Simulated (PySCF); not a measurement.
Working with the constants of KIn⁺

UHF-CCSD(T) constants of KIn⁺, ²Σ⁺ (doublet), unpaired electrons σ ↑ (K x2c-SVPall, In x2c-SVPall; spin-free X2C with a Gaussian nucleus (PySCF 2.14); masses 38.9637 and 114.9039 u):

* ωe: 69.2 cm⁻¹
* ωexe: 0.21 cm⁻¹
* Be: 0.03408 cm⁻¹
* αe: 0.000165 cm⁻¹
* D (centrifugal): 3.31e-08 cm⁻¹
* De to K⁺ + In: 0.59 eV

(1) Give the vibrational terms G(v) and spacings up to v = 6.

(2) How well does the Morse estimate ωe²/(4ωexe) reproduce De, and what is D0?

Correlated steps freeze 23 core orbitals. Correlated levels converge slowly with the basis: in double zeta they bind strong bonds too weakly, by up to about 1 eV, and carry superposition errors of some tenths. Spin–orbit coupling is left out, which matters for elements this heavy, above all for dissociation energies. For an ion De counts to the pair picked by the measured ionisation energies or electron affinities, which need not be the lowest pair at this level. The state is the lowest determinant that a PBE0 search found; another state may lie lower at other levels.

## Answers

(1) G(v) = ωe(v+½) − ωexe(v+½)².

```csv
v,G(v) (cm⁻¹),G(v) − G(v−1),Bv (cm⁻¹)
0,34.5,,0.03400
1,103.3,68.8,0.03383
2,171.7,68.4,0.03367
3,239.6,67.9,0.03350
4,307.1,67.5,0.03334
5,374.2,67.1,0.03317
6,440.9,66.7,0.03301
```

(2) It gives 0.71 eV, 120 % of the computed De. D0 = De − G(0) = 0.59 − 0.00 = 0.59 eV.
